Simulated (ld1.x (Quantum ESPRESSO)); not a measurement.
## Which change was made? (Pr, PAW)

```
Element                 : praseodymium (Pr)
Generator               : ld1.x (Quantum ESPRESSO) 7.5
Type                    : PAW
Functional              : PBE
Relativity              : scalar-relativistic
Frozen core             : [Kr] 4d10
Valence charge          : 13
Reference configuration : 4f2 5s2 5p6 5d0 6s0 6p0 (charge +3)
Partial waves           : 5s (bound): rcut 1.85, rcutus 2.30 bohr; 6s (bound, empty): rcut 1.85, rcutus 2.30 bohr; 5p (bound): rcut 2.10, rcutus 2.30 bohr; 6p (bound, empty): rcut 2.10, rcutus 2.30 bohr; 5d (bound, empty): rcut 2.45, rcutus 2.90 bohr; 5d channel at 0.05 Ry: rcut 2.45, rcutus 2.90 bohr; 4f (bound): rcut 1.30, rcutus 1.70 bohr; 4f channel at 0.35 Ry: rcut 1.30, rcutus 1.70 bohr
Local potential         : all-electron potential smoothed inside 1.60 bohr (lloc = -1)
Core correction         : Bessel-smoothed model core inside 0.95 bohr
Augmentation charge     : PSQ, inside the norm-conserving radii
```

Cutoffs, loose and tight: the cutoffs (Ry, on a coarse ladder) from which the occupation-weighted sum of valence levels, in a spherical-Bessel basis at the reference potential, stays within 10 and 1 mRy of its value at 400 Ry. They do not see the model core or the augmentation charge, which bear on the density cutoff. Test errors are all-electron minus pseudo excitation energies from the reference, over the configurations 4f3 5s2 5p6 5d0 6s2 6p0; 4f3 5s2 5p6 5d0 6s1 6p0; 4f3 5s2 5p6 5d0 6s0 6p0; 4f2 5s2 5p6 5d1 6s1 6p0; 4f3 5s2 5p6 5d0 6s0 6p1; 4f3 5s2 5p5 5d0 6s2 6p0; 4f3 5s2 5p6 5d0 6s1 6p1; variants that change the core or the reference have their own tests. The largest error is taken over the tests solved by every variant that gives reliable tests at all, those not shown here included: 4f3 5s2 5p6 5d0 6s0 6p0; 4f3 5s2 5p6 5d0 6s1 6p0; 4f3 5s2 5p6 5d0 6s2 6p0.

The base gives: outcome: generated, overlap not positive; bound ghosts: not determined (overlap not positive); largest test error (meV): -103.

Problem. After one change the result is: outcome: generated; cutoff, loose: 45 Ry; cutoff, tight: 70 Ry; bound ghosts: none; largest test error (meV): -103. Which change was it?
A. waves 5d (bound): rcut 2.45, rcutus 3.20 bohr; 5d channel at 0.05 Ry: rcut 2.45, rcutus 3.20 bohr
B. waves 4f (bound): rcut 1.30, rcutus 2.22 bohr; 4f channel at 0.35 Ry: rcut 1.30, rcutus 2.22 bohr
C. type TM; waves now 5p (bound): rc 2.30 bohr; 5d (bound): rc 2.90 bohr; 4f (bound): rc 1.70 bohr; 5s (bound): rc 2.30 bohr; local potential the s channel

Solution. A. The others give: type TM; waves now 5p (bound): rc 2.30 bohr; 5d (bound): rc 2.90 bohr; 4f (bound): rc 1.70 bohr; 5s (bound): rc 2.30 bohr; local potential the s channel → outcome: generated; cutoff, loose: 140 Ry; cutoff, tight: 160 Ry; bound ghosts: none; largest test error (meV): +978 | waves 4f (bound): rcut 1.30, rcutus 2.22 bohr; 4f channel at 0.35 Ry: rcut 1.30, rcutus 2.22 bohr → outcome: generated, overlap not positive; bound ghosts: not determined (overlap not positive); largest test error (meV): -56. A file whose overlap is not positive is unfit for use, and its test errors describe a broken file.
